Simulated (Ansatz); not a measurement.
## BCl2F2HSi: where a starting geometry ends

The starting geometry of this gas-phase singlet was optimised with GFN2-xTB; its bonds are those of `FB(F)[SiH](Cl)Cl`.

```xyz
7

B    -1.1247   -0.5656   -0.3528
Cl    1.2127   -0.2869   -2.6605
Cl    2.0392   -0.2542    0.5202
F    -2.2136    0.1231   -0.0829
F    -1.3227   -1.8630   -0.2821
Si    0.6136    0.2857   -0.8127
H     0.6007    1.7484   -0.8242
```

Problem. Predict what it relaxes into with B3LYP-D3(BJ)/def2-SVP.

Solution. It keeps its bonds, and is `FB(F)[SiH](Cl)Cl`.

The energy falls by 0.12 eV over 8 steps:

| step | E − E(last) (eV) |
| --- | --- |
| 1 | 0.117 |
| 2 | 0.023 |
| 3 | 0.011 |
| 4 | 0.001 |
| 5 | 0.001 |
| 6 | 0.001 |
| 7 | 0.000 |
| 8 | 0.000 |

Final geometry (Å):

```yaml
atoms:
  - { symbol: B, position_ang: [-1.1426, -0.5663, -0.3487] }
  - { symbol: Cl, position_ang: [1.1766, -0.3311, -2.7068] }
  - { symbol: Cl, position_ang: [2.0288, -0.2978, 0.5812] }
  - { symbol: F, position_ang: [-2.2225, 0.1437, -0.0810] }
  - { symbol: F, position_ang: [-1.2525, -1.8781, -0.3017] }
  - { symbol: Si, position_ang: [0.6243, 0.3180, -0.8156] }
  - { symbol: H, position_ang: [0.5931, 1.7992, -0.8224] }
```

No frequencies were run, so the end isn't proven a minimum. Run with Ansatz 0.2.0, 19 s on 1 thread of Intel(R) Xeon(R) 6975P-C (Granite Rapids), on a shared host.
